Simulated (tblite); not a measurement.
A tight-binding relaxation on `CC1=CC[P@+]([AlH3-])(P)C1`.

Computed with GFN2-xTB geometry optimisation, gas phase (tblite 0.8.0). Start geometry: from a force field or distance geometry. A driver script takes a list of jobs; this job's settings line and coordinates (Å) are shown.

Command:
```bash
OMP_NUM_THREADS=1 python probes_run.py task.json out
```

Input:
```
{"job": {"kind": "relax", "xc": "GFN2-xTB", "basis": "xTB"}, "charge": 0, "multiplicity": 1}
C     -2.694200    -0.707900    -0.632300
C     -1.363700    -0.452700     0.025800
C     -1.222000     0.196100     1.135900
C      0.144700     0.351300     1.627000
P      1.013600     0.328600     0.023100
Al     3.166400    -0.229700     0.106400
P      0.572900     2.139600    -1.066700
C     -0.105200    -0.970700    -0.554000
H     -2.630500    -1.647100    -1.188000
H     -3.489800    -0.651800     0.132600
H     -2.903600     0.124800    -1.365900
H     -2.095300     0.638100     1.687400
H      0.349800     1.243300     2.231300
H      0.421800    -0.609100     2.106400
H      3.822400     0.358400     1.440800
H      4.051600     0.325700    -1.093100
H      3.291600    -1.818300     0.181400
H      0.448800     1.830300    -2.487900
H     -0.762500     2.575900    -0.623900
H     -0.131300    -1.083500    -1.651100
H      0.105600    -1.924300    -0.035700
```

Output:
```
step      E/eV     max force
  0    -636.24045    4.756
  1    -636.76675    3.043
  2    -637.21846    1.287
  3    -637.50961    0.780
  4    -637.63433    0.603
  5    -637.70223    0.519
  6    -637.74985    0.498
  7    -637.78872    0.387
  8    -637.81080    0.312
  9    -637.82980    0.308
... (151 lines left out)
161    -638.27575    0.022
162    -638.27585    0.017
163    -638.27593    0.015
164    -638.27599    0.014
165    -638.27603    0.014
166    -638.27608    0.015
167    -638.27613    0.015
168    -638.27618    0.012
169    -638.27621    0.010
170    -638.27624    0.008
```

«max force» is the largest atomic force in eV/Å.

Problem. From which step on does the largest force stay under 0.1 eV/Å, and how much energy is left to gain from there?

Solution. From step 126 (0.078 eV/Å), 13.2 meV above the end.

Main results: energy lowered by 46.9 kcal/mol over 170 steps; largest atomic force 0.008 eV/Å at the end.

Problem. Where do the atoms end?

Solution. 1.010 Å rms from the input after alignment:
```
atom  x, y, z in Å
C1    -2.7506   -1.1841   -0.2439
C2    -1.4388   -0.5462    0.0681
C3    -1.1003    0.0317    1.2107
C4     0.2853    0.5856    1.3193
P5     0.9581    0.5702   -0.4008
Al6    3.0641   -0.5701    0.2876
P7     0.1706    2.4710   -1.0988
C8    -0.3666   -0.5787   -0.9899
H9    -2.6059   -2.2315   -0.5060
H10   -3.4223   -1.1234    0.6076
H11   -3.2156   -0.6885   -1.0957
H12   -1.7572    0.0967    2.0640
H13    0.3048    1.5934    1.7457
H14    0.9244   -0.0546    1.9458
H15    3.4456    0.5046    1.3741
H16    3.8490   -0.6321   -1.0639
H17    2.2993   -1.8568    0.7824
H18    1.2711    3.1645   -0.5953
H19    0.7658    2.3300   -2.3531
H20   -0.7401   -0.2773   -1.9734
H21    0.0504   -1.5874   -1.0850
```
Labels such as C1 count atoms from 1, the log's own numbers from 0.
